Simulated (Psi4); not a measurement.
C$_{6}$H$_{12}$, triplet, at the geometry of the source list (a higher spin typed on purpose: for a closed-shell molecule this is an excited state); B3LYP/STO-3G (Psi4).

Here is a job for Psi4.
```
memory 2 GB

molecule {
0 3
C    -0.67120000    1.11310000   -0.68100000
C     0.74460000    1.25770000   -0.12960000
C     1.45830000   -0.09140000   -0.13530000
C     0.67120000   -1.11310000    0.68100000
C    -0.74460000   -1.25770000    0.12960000
C    -1.45830000    0.09140000    0.13530000
H    -0.62190000    0.78380000   -1.72140000
H    -1.18010000    2.07930000   -0.65940000
H     1.30590000    1.97880000   -0.72800000
H     0.69690000    1.63700000    0.89380000
H     1.55240000   -0.44610000   -1.16420000
H     2.46480000    0.01750000    0.27470000
H     1.18010000   -2.07930000    0.65940000
H     0.62190000   -0.78380000    1.72140000
H    -1.30590000   -1.97880000    0.72800000
H    -0.69690000   -1.63700000   -0.89380000
H    -1.55240000    0.44610000    1.16420000
H    -2.46480000   -0.01750000   -0.27470000
}

set {
  basis sto-3g
  reference uks
  scf_type pk
  puream true
  d_convergence 1e-8
  dft_radial_points 99
  dft_spherical_points 590
}

energy('b3lyp')
print_variables()
```

Output, abridged:

```
   => Loading Basis Set <=

    Name: STO-3G
    Role: ORBITAL
    Keyword: BASIS

         ---------------------------------------------------------
                                   SCF
               by Justin Turney, Rob Parrish, Andy Simmonett
                          and Daniel G. A. Smith
                              UKS Reference
         ---------------------------------------------------------

  ==> Geometry <==

    Molecular point group: ci
    Full point group: Ci

    Geometry (in Angstrom), charge = 0, multiplicity = 3:

       Center              X                  Y                   Z               Mass
    ------------   -----------------  -----------------  -----------------  -----------------
         C           -0.671200000000     1.113100000000    -0.681000000000    12.000000000000
         C            0.744600000000     1.257700000000    -0.129600000000    12.000000000000
         C            1.458300000000    -0.091400000000    -0.135300000000    12.000000000000
         C            0.671200000000    -1.113100000000     0.681000000000    12.000000000000
         C           -0.744600000000    -1.257700000000     0.129600000000    12.000000000000
         C           -1.458300000000     0.091400000000     0.135300000000    12.000000000000
         H           -0.621900000000     0.783800000000    -1.721400000000     1.007825032230
         H           -1.180100000000     2.079300000000    -0.659400000000     1.007825032230
         H            1.305900000000     1.978800000000    -0.728000000000     1.007825032230
         H            0.696900000000     1.637000000000     0.893800000000     1.007825032230
         H            1.552400000000    -0.446100000000    -1.164200000000     1.007825032230
         H            2.464800000000     0.017500000000     0.274700000000     1.007825032230
         H            1.180100000000    -2.079300000000     0.659400000000     1.007825032230
         H            0.621900000000    -0.783800000000     1.721400000000     1.007825032230
         H           -1.305900000000    -1.978800000000     0.728000000000     1.007825032230
         H           -0.696900000000    -1.637000000000    -0.893800000000     1.007825032230
         H           -1.552400000000     0.446100000000     1.164200000000     1.007825032230
         H           -2.464800000000    -0.017500000000    -0.274700000000     1.007825032230

  Running in ci symmetry.

  Rotational constants: A =      0.14577  B =      0.14577  C =      0.08382 [cm^-1]
  Rotational constants: A =   4370.21945  B =   4370.09831  C =   2512.97727 [MHz]
  Nuclear repulsion =  257.463583894000578

  Charge       = 0
  Multiplicity = 3
  Electrons    = 48
  Nalpha       = 25
  Nbeta        = 23

  ==> Algorithm <==

  SCF Algorithm Type is PK.
  DIIS enabled.
  MOM disabled.
  Fractional occupation disabled.
  Guess Type is SAD.
  Energy threshold   = 1.00e-06
  Density threshold  = 1.00e-08
  Integral threshold = 1.00e-12

  ==> Primary Basis <==

  Basis Set: STO-3G
    Blend: STO-3G
    Number of shells: 30
    Number of basis functions: 42
    Number of Cartesian functions: 42
    Spherical Harmonics?: true
    Max angular momentum: 1

  ==> DFT Potential <==

   => LibXC <=

    Version 7.1.2
    S. Lehtola, C. Steigemann, M. J. T. Oliveira, and M. A. L. Marques,  SoftwareX 7, 1–5 (2018) (10.1016/j.softx.2017.11.002)

   => Composite Functional: B3LYP <=

    B3LYP Hyb-GGA Exchange-Correlation Functional

    P. J. Stephens, F. J. Devlin, C. F. Chabalowski, and M. J. Frisch,  J. Phys. Chem. 98, 11623 (1994) (10.1021/j100096a001)

    Deriv               =              1
    GGA                 =           TRUE
    Meta                =          FALSE

    Exchange Hybrid     =           TRUE
    MP2 Hybrid          =          FALSE

   => Exchange Functionals <=

    0.0800   Slater exchange
    0.7200         Becke 88

   => Exact (HF) Exchange <=

    0.2000               HF

[...]
   @UKS iter   9:  -232.53360917665063   -4.96316e-04   1.05171e-04 ADIIS/DIIS
   @UKS iter  10:  -232.53394214802233   -3.32971e-04   6.31297e-05 DIIS
   @UKS iter  11:  -232.53383896997570    1.03178e-04   2.82232e-04 ADIIS/DIIS
   @UKS iter  12:  -232.53401203915431   -1.73069e-04   1.52746e-04 ADIIS/DIIS
   @UKS iter  13:  -232.53401911108494   -7.07193e-06   1.39811e-04 ADIIS/DIIS
   @UKS iter  14:  -232.53396918405502    4.99270e-05   1.39647e-04 ADIIS/DIIS
   @UKS iter  15:  -232.53407637189056   -1.07188e-04   2.85203e-05 DIIS
   @UKS iter  16:  -232.53407683329260   -4.61402e-07   1.92366e-05 DIIS
   @UKS iter  17:  -232.53407803688077   -1.20359e-06   4.01287e-06 DIIS
   @UKS iter  18:  -232.53407808350408   -4.66233e-08   9.99386e-07 DIIS
   @UKS iter  19:  -232.53407809040414   -6.90005e-09   4.42508e-07 DIIS
   @UKS iter  20:  -232.53407809506868   -4.66454e-09   2.98183e-07 DIIS
   @UKS iter  21:  -232.53407809900898   -3.94030e-09   1.05398e-07 DIIS
   @UKS iter  22:  -232.53407809909021   -8.12292e-11   4.53213e-08 DIIS
   @UKS iter  23:  -232.53407809914634   -5.61329e-11   1.78345e-08 DIIS
   @UKS iter  24:  -232.53407809914893   -2.58638e-12   9.54604e-09 DIIS
  Energy and wave function converged.

  ==> Post-Iterations <==

   Electrons on quadrature grid:
      Nalpha   =   24.9999953884 ; deviation = -4.612e-06
      Nbeta    =   22.9999952880 ; deviation = -4.712e-06
      Ntotal   =   47.9999906764 ; deviation = -9.324e-06

   @Spin Contamination Metric:   2.261974108E-03
   @S^2 Expected:                2.000000000E+00
   @S^2 Observed:                2.002261974E+00
   @S   Expected:                1.000000000E+00
   @S   Observed:                1.000000000E+00

    Orbital Energies [Eh]
    ---------------------

    Alpha Occupied:

[...]
      13Au     0.291922

    Alpha Virtual:

[...]
    Beta Occupied:

[...]
    Beta Virtual:

[...]
      21Au     0.578808

    Final Occupation by Irrep:
             Ag    Au
    DOCC [    11,   12 ]
    SOCC [     1,    1 ]
    NA   [    12,   13 ]
    NB   [    11,   12 ]

  @UKS Final Energy:  -232.53407809914893

   => Energetics <=

    Nuclear Repulsion Energy =            257.4635838940005783
    One-Electron Energy =                -823.0418459687352879
    Two-Electron Energy =                 363.0928919596486821
    DFT Exchange-Correlation Energy =     -30.0487079840628404
    Empirical Dispersion Energy =           0.0000000000000000
    VV10 Nonlocal Energy =                  0.0000000000000000
    Total Energy =                       -232.5340780991489282

  UHF NO Occupations:
  HONO-2 :   12 Au 1.9996461
  HONO-1 :   12 Ag 1.0000000
  HONO-0 :   13 Au 1.0000000
  LUNO+0 :   14 Au 0.0003539
  LUNO+1 :   13 Ag 0.0002917
  LUNO+2 :   15 Au 0.0002090
  LUNO+3 :   14 Ag 0.0000715

Computation Completed

Properties will be evaluated at   0.000000,   0.000000,   0.000000 [a0]

Properties computed using the SCF density matrix

 Multipole Moments:

 ------------------------------------------------------------------------------------
     Multipole            Electronic (a.u.)      Nuclear  (a.u.)        Total (a.u.)
 ------------------------------------------------------------------------------------

 L = 1.  Multiply by 2.5417464519 to convert [e a0] to [Debye]
 Dipole X            :          0.0000000            0.0000000            0.0000000
 Dipole Y            :          0.0000000            0.0000000            0.0000000
 Dipole Z            :          0.0000000           -0.0000000           -0.0000000
 Magnitude           :                                                    0.0000000

 ------------------------------------------------------------------------------------

  Variable Map:
  ----------------------------------------------------------------------------
[...]
  Array Variable Map:
  ----------------------------------------------------------------------------
[...]
[...]
```
